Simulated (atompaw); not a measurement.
Before and after: PAW (atompaw) potential for potassium

atompaw 4.2.0.5 input, output lines left out:

```
K 19
GGA-PBESOL scalarrelativistic loggrid 1500 logderivrange -5 5 251
4 4 0 0 0 0
4 0 1
4 1 0
0 0 0
c
c
v
v
c
v
v
2
1.75 1.40 1.40 1.70
n
n
y
0.2
y
1
n
custom polynom vanderbiltortho besselshape
3 0 vpsmatchnc
1.75
1.75
1.75
1.75
1.70
1.75
```

All-electron outer shells of the reference configuration (PBEsol, scalar-relativistic, ld1.x):

```tsv
shell	level (eV)	outermost node (bohr)	outermost maximum (bohr)
2s	-352.86	0.11	0.32
2p	-279.90	–	0.26
3s	-35.27	0.48	1.08
3p	-18.80	0.45	1.15
4s	-2.30	1.59	4.23
4p	-0.79	1.88	5.71
```

Change: local potential bessel scheme, radius 1.40 bohr.

Cutoffs: the cutoffs (Ry, on a coarse ladder) from which the occupation-weighted sum of valence levels, in a spherical-Bessel basis at the reference potential, stays within 10 and 1 mRy of its value at 400 Ry; they do not see the model core or the augmentation charge, which bear on the density cutoff.

Question: What does the change do?

Answer: The potential gets neither clearly harder nor softer (21 Ry and 40 Ry → 21 Ry and 40 Ry); the range in which the d phases agree widens (upper end 3.8 → at the end of the scan); neither file shows a bound ghost.

| quantity | base | changed |
| --- | --- | --- |
| cutoff, loose | 21 Ry | 21 Ry |
| cutoff, tight | 40 Ry | 40 Ry |
| bound ghosts | none | none |
| s: phases at 1.76 bohr within 0.05 rad from the reference energy up to (Ry; the scan ends near 5) | to the end of the scan | 4.8 |
| p: phases at 1.76 bohr within 0.05 rad from the reference energy up to (Ry; the scan ends near 5) | to the end of the scan | to the end of the scan |
| d: phases at 1.76 bohr within 0.05 rad from the reference energy up to (Ry; the scan ends near 5) | 3.8 | to the end of the scan |
| lowest overlap eigenvalue by channel | s 0.15, p 0.94, d 0.86 | s 0.38, p 0.97, d 0.85 |

 The cutoffs see the waves, projectors and local potential, not the compensation charge or the core.
